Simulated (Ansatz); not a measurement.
Calculated with Ansatz (gas phase, PBE0-D4/def2-TZVP geometries, no zero-point term in ΔE). CCSD(T)/CBS adds triple-zeta CCSD(T) − MP2 to the extrapolated MP2 energy (def2 sets, frozen cores). Functionals use def2-TZVPP. B3LYP here is the variant with VWN-RPA as its local correlation; programs differ in this. For Ga outer-core shells are correlated without core-valence functions, which leaves a few kJ/mol of doubt a bond. Scalar relativity is left out up to krypton.

`C1[CH2][GaH][SiH2]1` → `[SiH3][CH]1[CH2][GaH]1`  (isomerisation)

Question: Is it downhill or uphill in electronic energy at CCSD(T)/CBS, and by how much? (Estimate.)

Answer: The calculation gave: Uphill: ΔE = +0.62 eV.

Question: What do these levels give: PBE-D4, PBE0-D4, B3LYP-D4, ωB97M-V, r2SCAN, B3LYP, HF/def2-TZVPP, CCSD/def2-TZVPP, CCSD(T)/def2-TZVPP, HF/def2-QZVPP, HF/CBS(def2), MP2/CBS(def2)? (Best estimate.)

Answer: Ansatz gave: PBE-D4 0.56, PBE0-D4 0.75, B3LYP-D4 0.48, ωB97M-V 0.67, r2SCAN 0.64, B3LYP 0.51, HF/def2-TZVPP 0.83, CCSD/def2-TZVPP 0.79, CCSD(T)/def2-TZVPP 0.72, HF/def2-QZVPP 0.82, HF/CBS(def2) 0.82, MP2/CBS(def2) 0.71 eV.

Largest T1 diagnostic among the species: 0.017.

From PBE to PBE0 (25 % exact exchange), in def2-TZVPP and without D4, ΔE moves by +0.19 eV. The D4 term adds −0.04 eV with B3LYP and −0.02 eV with PBE0; it sums over pairs of atoms, weighted by their polarisabilities, and B3LYP, whose exchange is more repulsive, gets the larger term.
